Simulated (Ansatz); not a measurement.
Species: H3ClSn, SMILES `[Cl][SnH3]` (charge 0, multiplicity 1).

### Question
Give a relaxed geometry from B3LYP-D3(BJ)/def2-TZVP in Ansatz (a program for electronic structure).

### Answer
the end point of this relaxation (outside a Z-matrix the atoms follow the SMILES, hydrogens last).
Bonds (Å): Cl1–Sn2 2.356, Sn2–H3 1.704, Sn2–H4 1.704, Sn2–H5 1.704. Angles (°): Cl1–Sn2–H3 106.0, Cl1–Sn2–H4 106.0, Cl1–Sn2–H5 106.0, H3–Sn2–H4 112.7, H3–Sn2–H5 112.7, H4–Sn2–H5 112.7.
